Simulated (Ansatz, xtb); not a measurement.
Relative energy of two isomers of C4H4BN3

Structure a: `Bn1cncc1C#N`, a singlet. Structure b: `Bn1cnc(C#N)c1`, a singlet. Both are isolated molecules in the gas phase, relaxed with PBE-D3(BJ)/def2-SVP; the shapes shown needn't be the lowest conformers.

a (Å):

```json
{"atom": "C", "x (Å)": "-0.3426", "y (Å)": "-1.3186", "z (Å)": "2.0636"}
{"atom": "C", "x (Å)": "-0.0051", "y (Å)": "-2.9318", "z (Å)": "0.6906"}
{"atom": "C", "x (Å)": "-0.6745", "y (Å)": "-1.9591", "z (Å)": "-0.0381"}
{"atom": "C", "x (Å)": "-1.0900", "y (Å)": "-1.9368", "z (Å)": "-1.3916"}
{"atom": "B", "x (Å)": "-1.5570", "y (Å)": "0.3675", "z (Å)": "0.6203"}
{"atom": "N", "x (Å)": "-0.9027", "y (Å)": "-0.8895", "z (Å)": "0.8574"}
{"atom": "N", "x (Å)": "0.1909", "y (Å)": "-2.5142", "z (Å)": "1.9928"}
{"atom": "N", "x (Å)": "-1.4258", "y (Å)": "-1.9396", "z (Å)": "-2.5180"}
{"atom": "H", "x (Å)": "-1.6315", "y (Å)": "1.1318", "z (Å)": "1.5560"}
{"atom": "H", "x (Å)": "-1.9924", "y (Å)": "0.5945", "z (Å)": "-0.4830"}
{"atom": "H", "x (Å)": "-0.3751", "y (Å)": "-0.6748", "z (Å)": "2.9530"}
{"atom": "H", "x (Å)": "0.3407", "y (Å)": "-3.9087", "z (Å)": "0.3315"}
```

b (Å):

```yaml
atoms:
  - { symbol: C, position_ang: [-0.2883, -1.4725, 1.8336] }
  - { symbol: C, position_ang: [-0.0093, -2.2960, -0.1285] }
  - { symbol: C, position_ang: [0.5373, -3.1256, -1.1523] }
  - { symbol: C, position_ang: [-1.0035, -1.3442, -0.2699] }
  - { symbol: B, position_ang: [-2.1198, 0.2303, 1.3924] }
  - { symbol: N, position_ang: [-1.1975, -0.7982, 0.9987] }
  - { symbol: N, position_ang: [0.4269, -2.3612, 1.2019] }
  - { symbol: N, position_ang: [0.9746, -3.7998, -2.0077] }
  - { symbol: H, position_ang: [-2.1263, 0.5605, 2.5567] }
  - { symbol: H, position_ang: [-2.8384, 0.7118, 0.5465] }
  - { symbol: H, position_ang: [-0.2284, -1.2347, 2.9041] }
  - { symbol: H, position_ang: [-1.5789, -1.0122, -1.1392] }
```

Energies in hartree; the thermal terms are from GFN2-xTB frequencies at re-optimised GFN2-xTB minima (ideal gas, soft modes damped towards free rotors, one conformer each, 298.15 K, 1 atm) and include the zero-point energy:

|  | a | b |
| --- | --- | --- |
| E, CCSD(T)/def2-SVP | −342.718379 | −342.719694 |
| E, MP2/def2-SVP | −342.638255 | −342.639629 |
| E, MP2/def2-TZVPP | −343.252104 | −343.252948 |
| zero-point energy | 0.079013 | 0.078980 |
| H(298 K) − E | 0.086922 | 0.086904 |
| G(298 K) − E | 0.047942 | 0.047881 |

Correct the CCSD(T) difference for the basis set by the MP2 change, then work out ΔE, ΔE₀, ΔH and ΔG for a → b in kJ/mol (1 Eh = 2625.50 kJ/mol) and the equilibrium ratio [b]/[a].

1. Differences b − a: CCSD(T) −0.001315, MP2 in the small set −0.001374, MP2 in the large set −0.000844 Eh.
2. ΔE = −0.001315 + (−0.000844 − (−0.001374)) = −0.000785 Eh = −2.06 kJ/mol.
3. ΔE₀ = ΔE + ΔZPE = −0.000785 + (−0.000033) Eh = −2.15 kJ/mol.
4. ΔH = ΔE + (−0.000018) Eh = −2.11 kJ/mol.
5. ΔG = ΔE + (−0.000061) Eh = −2.22 kJ/mol, so ΔS = (ΔH − ΔG)/T = +0.4 J/(mol K).
6. kT = 0.9442 mEh, so K = [b]/[a] = exp(−ΔG/kT) = exp(+0.90) ≈ 2.4.

The two are too close for this level to say which is favoured. An error of 4 kJ/mol in ΔG would change K by a factor of 5. Mirror images and further conformers aren't counted.

As drawn, both hold the same kinds of bond in the same numbers.

Other levels gave ΔE = +4.2 (GFN2-xTB); −8.3 (HF/STO-3G, GFN2-xTB geometries); +2.0 (r2SCAN-D4/def2-SVP, GFN2-xTB geometries); +2.0 (PBE-D3(BJ)/def2-SVP); −5.7 (HF/def2-SVP); −3.6 (MP2/def2-SVP); −3.5 (CCSD(T)/def2-SVP) kJ/mol. The correlated steps freeze 8 core orbitals. Programs: Ansatz 0.2.0, xtb 6.7.1.
